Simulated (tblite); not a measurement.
Record of a relaxation.

Compound: CH4BrFSi.
SMILES with atom numbers: `[CH3:1][Si@@H:2]([F:3])[Br:4]` (hydrogens: H5, H6, H7 on C1; H8 on Si2)

Computed with GFN2-xTB (tblite), gas phase: L-BFGS steps from a force-field or distance-geometry start until the largest atomic force falls under 0.01 eV/Å. 14 of its 53 geometries are shown.

Step 0: E = -403.3496 eV, largest atomic force 2.184 eV/Å
```
atom  x, y, z in Å  |  force x, y, z in eV/Å
C1     -1.007   -0.027    0.009   -2.174  -0.126   0.172
Si2     0.825    0.149   -0.048    1.751   0.818   0.892
F3      1.415    0.902    1.365   -0.710  -1.004  -1.690
Br4     1.845   -1.859   -0.227   -0.317   0.712   0.134
H5     -1.519    0.905   -0.351    0.525  -0.761   0.461
H6     -1.412   -0.255    1.029    0.424   0.276  -0.830
H7     -1.398   -0.835   -0.650    0.436   0.462   0.407
H8      1.259    1.028   -1.151    0.065  -0.377   0.454
```

Step 4: E = -403.5790 eV, largest atomic force 0.246 eV/Å
```
atom  x, y, z in Å  |  force x, y, z in eV/Å
C1     -1.027   -0.030    0.013   -0.237  -0.017   0.015
Si2     0.838    0.164   -0.042   -0.093   0.009  -0.128
F3      1.388    0.851    1.295    0.019  -0.052   0.089
Br4     1.821   -1.797   -0.211    0.033  -0.003   0.063
H5     -1.506    0.884   -0.327   -0.019   0.049   0.044
H6     -1.403   -0.243    1.010    0.049  -0.009   0.069
H7     -1.377   -0.825   -0.639    0.056  -0.056  -0.025
H8      1.276    1.006   -1.123    0.193   0.080  -0.129
```

Step 8: E = -403.5911 eV, largest atomic force 0.131 eV/Å
```
atom  x, y, z in Å  |  force x, y, z in eV/Å
C1     -1.047   -0.031    0.014    0.082   0.035  -0.015
Si2     0.821    0.176   -0.066    0.069  -0.005  -0.032
F3      1.381    0.826    1.290   -0.031   0.006   0.024
Br4     1.822   -1.784   -0.195   -0.007  -0.005   0.013
H5     -1.519    0.892   -0.314   -0.111  -0.067   0.017
H6     -1.396   -0.245    1.023    0.031  -0.024  -0.061
H7     -1.371   -0.836   -0.642   -0.077   0.065   0.057
H8      1.317    1.011   -1.136    0.045  -0.005  -0.003
```

Step 12: E = -403.5959 eV, largest atomic force 0.085 eV/Å
```
atom  x, y, z in Å  |  force x, y, z in eV/Å
C1     -1.043   -0.024    0.011   -0.028  -0.007  -0.019
Si2     0.828    0.184   -0.081   -0.031  -0.027   0.014
F3      1.369    0.814    1.291   -0.019   0.042   0.003
Br4     1.823   -1.782   -0.184   -0.017  -0.004  -0.010
H5     -1.549    0.884   -0.304    0.002   0.008   0.009
H6     -1.383   -0.252    1.020    0.085   0.003   0.008
H7     -1.384   -0.829   -0.634   -0.001  -0.001  -0.027
H8      1.349    1.014   -1.144    0.008  -0.014   0.022
```

Step 16: E = -403.5977 eV, largest atomic force 0.057 eV/Å
```
atom  x, y, z in Å  |  force x, y, z in eV/Å
C1     -1.045   -0.024    0.005    0.028  -0.007   0.009
Si2     0.825    0.182   -0.082    0.025   0.051  -0.006
F3      1.358    0.822    1.291   -0.037   0.002  -0.032
Br4     1.817   -1.783   -0.183   -0.010  -0.023   0.002
H5     -1.560    0.883   -0.298    0.017   0.023   0.012
H6     -1.356   -0.254    1.021   -0.018  -0.020   0.022
H7     -1.391   -0.827   -0.638   -0.006  -0.018  -0.016
H8      1.361    1.010   -1.140    0.001  -0.007   0.009
```

Step 20: E = -403.5983 eV, largest atomic force 0.066 eV/Å
```
atom  x, y, z in Å  |  force x, y, z in eV/Å
C1     -1.043   -0.025    0.005   -0.022  -0.003   0.004
Si2     0.826    0.186   -0.087   -0.020  -0.062  -0.007
F3      1.347    0.827    1.287    0.006   0.032   0.029
Br4     1.812   -1.786   -0.181   -0.016   0.014   0.003
H5     -1.558    0.885   -0.291    0.020  -0.022   0.018
H6     -1.351   -0.260    1.024    0.006  -0.009  -0.032
H7     -1.393   -0.828   -0.641    0.013   0.032   0.016
H8      1.369    1.010   -1.141    0.014   0.019  -0.030
```

Step 24: E = -403.5987 eV, largest atomic force 0.015 eV/Å
```
atom  x, y, z in Å  |  force x, y, z in eV/Å
C1     -1.041   -0.027    0.006    0.003   0.003   0.001
Si2     0.827    0.185   -0.089    0.002   0.013   0.003
F3      1.338    0.836    1.286    0.008   0.000  -0.009
Br4     1.806   -1.789   -0.181    0.004  -0.001   0.008
H5     -1.554    0.886   -0.284   -0.008   0.009   0.007
H6     -1.346   -0.267    1.023   -0.006  -0.014   0.002
H7     -1.394   -0.825   -0.642    0.001   0.003  -0.013
H8      1.374    1.010   -1.142   -0.005  -0.013   0.001
```

Step 28: E = -403.5996 eV, largest atomic force 0.116 eV/Å
```
atom  x, y, z in Å  |  force x, y, z in eV/Å
C1     -1.044   -0.024    0.007    0.044  -0.025  -0.001
Si2     0.824    0.184   -0.086    0.049   0.105  -0.005
F3      1.344    0.861    1.275   -0.021  -0.037  -0.046
Br4     1.800   -1.790   -0.161    0.012  -0.029   0.022
H5     -1.560    0.895   -0.254    0.000   0.007   0.036
H6     -1.344   -0.307    1.014   -0.029   0.022   0.024
H7     -1.390   -0.801   -0.667   -0.027  -0.022  -0.052
H8      1.378    0.991   -1.153   -0.028  -0.020   0.021
```

Step 32: E = -403.6015 eV, largest atomic force 0.084 eV/Å
```
atom  x, y, z in Å  |  force x, y, z in eV/Å
C1     -1.041   -0.026    0.011   -0.022  -0.012  -0.024
Si2     0.826    0.194   -0.089   -0.025  -0.080  -0.004
F3      1.344    0.903    1.252    0.019   0.005   0.042
Br4     1.786   -1.794   -0.119    0.004   0.019   0.031
H5     -1.563    0.908   -0.185    0.020  -0.029   0.027
H6     -1.344   -0.378    0.997    0.034   0.034  -0.022
H7     -1.387   -0.758   -0.715   -0.016   0.024  -0.011
H8      1.389    0.959   -1.176   -0.014   0.039  -0.038
```

Step 36: E = -403.6031 eV, largest atomic force 0.072 eV/Å
```
atom  x, y, z in Å  |  force x, y, z in eV/Å
C1     -1.041   -0.029    0.007   -0.015   0.016   0.019
Si2     0.826    0.193   -0.088    0.010   0.047  -0.021
F3      1.354    0.938    1.234   -0.035  -0.046  -0.043
Br4     1.780   -1.794   -0.069    0.028  -0.021   0.031
H5     -1.567    0.914   -0.116    0.037   0.006  -0.025
H6     -1.337   -0.436    0.974    0.024  -0.032  -0.044
H7     -1.392   -0.709   -0.766   -0.010   0.029   0.052
H8      1.385    0.932   -1.200   -0.038   0.000   0.031
```

Step 40: E = -403.6053 eV, largest atomic force 0.052 eV/Å
```
atom  x, y, z in Å  |  force x, y, z in eV/Å
C1     -1.038   -0.028    0.006   -0.030  -0.005  -0.011
Si2     0.827    0.191   -0.099   -0.003  -0.004   0.004
F3      1.354    0.976    1.198   -0.014  -0.003  -0.004
Br4     1.777   -1.796    0.020    0.027   0.009  -0.008
H5     -1.555    0.929   -0.019    0.030  -0.041   0.010
H6     -1.318   -0.537    0.928   -0.007   0.029  -0.025
H7     -1.406   -0.627   -0.824   -0.010   0.027   0.031
H8      1.368    0.902   -1.234    0.007  -0.013   0.004
```

Step 44: E = -403.6058 eV, largest atomic force 0.042 eV/Å
```
atom  x, y, z in Å  |  force x, y, z in eV/Å
C1     -1.039   -0.029    0.005   -0.012  -0.009   0.026
Si2     0.827    0.188   -0.098   -0.001   0.013  -0.005
F3      1.349    0.966    1.204   -0.015  -0.006  -0.009
Br4     1.786   -1.794    0.006    0.024  -0.003  -0.004
H5     -1.552    0.929   -0.035    0.013  -0.014   0.000
H6     -1.322   -0.518    0.937    0.001   0.019  -0.037
H7     -1.410   -0.640   -0.814   -0.008   0.016   0.017
H8      1.370    0.908   -1.228   -0.002  -0.016   0.011
```

Step 48: E = -403.6062 eV, largest atomic force 0.017 eV/Å
```
atom  x, y, z in Å  |  force x, y, z in eV/Å
C1     -1.040   -0.029    0.004   -0.008   0.003  -0.003
Si2     0.826    0.181   -0.101   -0.005  -0.006   0.003
F3      1.340    0.960    1.205   -0.005   0.006   0.004
Br4     1.806   -1.791    0.006    0.004   0.001  -0.008
H5     -1.542    0.934   -0.037   -0.002  -0.011   0.007
H6     -1.326   -0.513    0.937   -0.003   0.006  -0.003
H7     -1.422   -0.637   -0.812    0.012   0.010   0.006
H8      1.367    0.906   -1.228    0.005  -0.009  -0.006
```

Step 52: E = -403.6065 eV, largest atomic force 0.005 eV/Å
```
atom  x, y, z in Å  |  force x, y, z in eV/Å
C1     -1.041   -0.029    0.005    0.001   0.000  -0.002
Si2     0.826    0.179   -0.101    0.002  -0.001   0.001
F3      1.336    0.978    1.194    0.001   0.000   0.004
Br4     1.811   -1.790    0.027   -0.002   0.004   0.000
H5     -1.540    0.936   -0.001    0.001   0.003   0.000
H6     -1.326   -0.544    0.921    0.000  -0.002   0.003
H7     -1.425   -0.607   -0.831   -0.003  -0.004  -0.002
H8      1.368    0.885   -1.239    0.001  -0.001  -0.003
```

**Question.** Summarise the path.

**Answer.** The energy falls by 0.2569 eV from step 0 to step 52; nine tenths of that is first reached at step 5. It never rises by more than 0.2 meV. The largest force goes from 2.184 to 0.005 eV/Å. Among the bonds Si2–F3 changes most, from 1.706 to 1.604 Å; the atoms move by 0.242 Å rms after alignment.

**Question.** Follow the three bonds and two angles with the largest change from start to end.

**Answer.** 
```tsv
step	E above end (eV)	largest force (eV/Å)	Si2–F3 (Å)	Si2–Br4 (Å)	C1–Si2 (Å)	C1–Si2–H8 (°)	H5–C1–H7 (°)
0	0.2569	2.184	1.706	2.259	1.841	111.9	104.6
2	0.0592	0.580	1.609	2.238	1.910	110.7	106.8
5	0.0253	0.217	1.603	2.199	1.876	113.0	106.9
7	0.0175	0.149	1.607	2.200	1.879	115.0	108.3
9	0.0141	0.121	1.602	2.207	1.882	116.3	108.3
11	0.0111	0.106	1.602	2.207	1.885	117.1	107.6
14	0.0097	0.066	1.606	2.203	1.884	117.3	107.4
16	0.0088	0.057	1.606	2.204	1.883	117.7	107.5
18	0.0086	0.034	1.604	2.206	1.883	117.9	107.6
20	0.0082	0.066	1.603	2.207	1.883	118.2	107.7
23	0.0078	0.014	1.605	2.206	1.882	118.5	107.7
25	0.0077	0.032	1.605	2.205	1.882	118.4	107.7
27	0.0073	0.090	1.607	2.204	1.882	118.4	107.7
29	0.0062	0.102	1.606	2.204	1.882	118.8	107.8
32	0.0049	0.084	1.603	2.208	1.883	119.3	107.8
34	0.0040	0.061	1.604	2.208	1.882	119.2	107.8
36	0.0034	0.072	1.606	2.205	1.883	118.8	107.8
38	0.0018	0.075	1.606	2.203	1.883	118.5	107.8
41	0.0010	0.031	1.604	2.206	1.881	118.2	107.8
43	0.0009	0.027	1.605	2.205	1.881	118.2	107.9
45	0.0005	0.058	1.605	2.205	1.882	118.2	107.9
47	0.0003	0.027	1.605	2.205	1.882	118.1	107.8
50	0.0001	0.023	1.604	2.206	1.881	118.1	107.8
52	0.0000	0.005	1.604	2.205	1.881	118.1	107.8
```

The cost below is that of the whole relaxation. On Arm Neoverse V1, one thread, shared host with 64 logical CPUs at a one-minute load of 36, this took 0.2 s wall.
